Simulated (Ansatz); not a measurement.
A geometry optimisation of AlH2Si3 with PBE0-D3(BJ)/def2-SVP

The starting geometry of this gas-phase doublet was optimised with GFN2-xTB.

```csv
atom,x (Å),y (Å),z (Å)
Al,-4.6988,-0.7718,-1.2979
Si,-3.3471,1.1425,-1.0004
Si,-2.1923,-0.8423,-0.8666
Si,-0.8644,-2.5750,-0.4230
H,-6.0307,-1.7899,-1.5060
H,0.2649,-2.2400,-1.4012
```

Q: Predict what it relaxes into with PBE0-D3(BJ)/def2-SVP.

A: A new bond forms, giving a structure given below by its coordinates. Contacts that close: Al1–Si4 (4.33 → 2.45 Å).

The energy falls by 0.92 eV over 15 steps:

```tsv
step	E − E(last) (eV)
1	0.915
3	0.691
4	0.648
6	0.509
7	0.360
9	0.084
10	0.032
12	0.002
13	0.000
15	0.000
```

Final geometry (Å):

```xyz
6

Al   -3.8427   -1.2924   -1.2245
Si   -3.6784    1.2188   -0.8623
Si   -1.8761   -0.0106   -0.6036
Si   -1.6740   -2.2769   -0.6391
H    -5.2184   -1.9641   -1.6080
H    -0.5789   -2.7512   -1.5576
```

The end wasn't checked by frequencies. Open shells are spin-unrestricted. Run with Ansatz 0.2.0, 3 min on 1 thread of Arm Neoverse N1, with other jobs on the host.
